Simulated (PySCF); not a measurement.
Te: ionisation energy

Te [Kr] 4d10 5s2 5p4 (3P) → Te⁺ [Kr] 4d10 5s2 5p3 (4S), as a difference of total energies. Computed with PySCF 2.14 in cc-pVDZ-PP with ECP28MDF (4s3p2d, 23 functions), with a scalar-relativistic core potential. Correlated levels: valence: 4s2 4p6 4d10 frozen. The calculations carry no spin-orbit coupling.

```json
{"method": "UHF", "ionisation energy (eV)": "7.700"}
{"method": "LDA", "ionisation energy (eV)": "8.946"}
{"method": "PBE", "ionisation energy (eV)": "8.665"}
{"method": "MP2 (valence)", "ionisation energy (eV)": "8.058"}
{"method": "SCS-MP2 (valence)", "ionisation energy (eV)": "8.071"}
{"method": "CCSD (valence)", "ionisation energy (eV)": "8.083"}
{"method": "CCSD(T) (valence)", "ionisation energy (eV)": "8.088"}
```

**Question.** How much does correlation contribute at CCSD(T) (valence)?

**Answer.** 8.088 − (7.700) = 0.388 eV, measured against UHF.

Errors of the correlated levels include the incompleteness of this basis and the frozen core.

For comparison: 8.749 eV (measured; NIST levels, between the centres of gravity of the two terms).
